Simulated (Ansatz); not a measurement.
Worked example: the step energy

An elementary step of Si2H8SO, singlet (Si₂H₆O ([SiH3][O][SiH3]) + H₂S → Si₂H₆SO ([SiH3][O][SiH2][SH]) + H₂; Si–H, H–S broken or loosened, Si–S, H–H formed or tightened). “Start” and “end” are the PBE0-D4/def2-TZVP structures reached by relaxing down either side of its saddle point, with the molecules still in contact.

Program: Ansatz 0.2.0. Basis: def2-TZVPP and def2-QZVPP. Cores are frozen in the correlated methods.

Energies in eV:

| quantity | end | start |
| --- | --- | --- |
| Hartree–Fock, triple zeta (X = 3) | -28710.27440 | -28709.99991 |
| Hartree–Fock, quadruple zeta (X = 4) | -28711.22122 | -28710.94062 |
| MP2 correlation, X = 3 | -18.89795 | -18.67730 |
| MP2 correlation, X = 4 | -20.41821 | -20.16887 |
| CCSD(T) correlation, X = 3 | -21.31509 | -21.17855 |

Problem. Work out the step energy at the basis limit: extrapolate Hartree–Fock as E(X) = E∞ + A exp(−7.88 √X) and the MP2 correlation as E(X) = E∞ + B X^−2.97 (the exponents that Neese and Valeev fitted for def2-TZVPP and QZVPP), then add CCSD(T) − MP2 in triple zeta.

Solution. Each step is linear, so take the differences first (end − start): Hartree–Fock -0.27449 (X = 3) and -0.28060 (X = 4); MP2 correlation -0.22065 and -0.24934; CCSD(T) correlation -0.13654.
Two points give E∞ = E(4) + w [E(4) − E(3)], with w = 1/(exp(7.88 (2 − √3)) − 1) = 0.1377 for Hartree–Fock and w = 1/((4/3)^2.97 − 1) = 0.7407 for the correlation.
Hartree–Fock: -0.28060 + 0.1377 × (-0.00611) = -0.2814 eV.
MP2 correlation: -0.24934 + 0.7407 × (-0.02869) = -0.2706 eV.
CCSD(T) − MP2: -0.13654 − (-0.22065) = 0.0841 eV.
Sum: -0.2814 + (-0.2706) + 0.0841 = -0.4679 eV, or -10.79 kcal/mol. Plain CCSD(T) in triple zeta gives -0.4110 eV, so the larger basis shifts the result by -0.0569 eV.

No T1 diagnostic of these runs exceeds 0.013.

Labels in which every atom is bracketed show which atoms are joined, not bond orders.

For scale, one of the runs: CCSD(T)/def2-TZVPP, 269 basis functions, launched by `ansatz run in.yaml --threads 4 --pin off --events-out ev --progress --plain --max-ram 9574MiB`. Hardware: 4 CPU threads of an Arm Neoverse V2, shared host. Wall time 2.5 min; peak host memory 6.3 GiB.
